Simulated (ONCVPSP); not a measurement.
## Building the ONCV potential for rhenium (PBE, scalar-relativistic).

| Property | Result |
| --- | --- |
| Element | rhenium |
| Generator | ONCVPSP 4.0.1 |
| Type | optimised norm-conserving Vanderbilt (ONCV) |
| Functional | PBE |
| Relativity | scalar-relativistic |
| Frozen core | [Kr] 4d10 4f14 |
| Valence charge | 15 |
| Reference configuration | 5s2 5p6 5d5 6s2 |
| Partial waves | 5s+6s: rc 1.50 bohr, ncon 3, nbas 6, qcut 8.9 1/bohr, 2 projectors; 5p: rc 1.85 bohr, ncon 4, nbas 8, qcut 9.2 1/bohr, 3 projectors, debl 1.3 Ha; 5d: rc 2.60 bohr, ncon 4, nbas 9, qcut 4.8 1/bohr, 2 projectors, debl 0.6 Ha |
| Local potential | polynomial inside 0.95 bohr (lpopt 4, dvloc0 0 Ha) |
| Core correction | Teter function, fcfact 3.25, rcfact 1.75 |

In the p channel the program set the typed energies aside and used -1.728, 0.250, 1.550 Ha.

Problem. Does the generator finish with these settings?

Solution. Yes, a potential is produced and its reference levels are reproduced.

Problem. Estimate the cutoffs (Ha) at which the residual kinetic energy of the hardest occupied pseudo-wave falls to 1 and 0.1 mHa per electron.

Solution. 28 Ha and 33 Ha.

Problem. What does a ghost test show?

Solution. No bound ghost flagged; GHOST(+) flagged for s at 138.2 eV, d at 247.6 eV, p at 442.9 eV.

Problem. Tests: 5s2 5p6 5d5 6s1; 5s2 5p6 5d5 6s0; 5s2 5p6 5d4 6s0; 5s2 5p6 5d5.5 6s1.5. Which has the largest error in its energy relative to the reference configuration, and how large is it?

Solution. 5s2 5p6 5d4 6s0, with -72 meV (all-electron minus pseudo) on +52.70 eV.
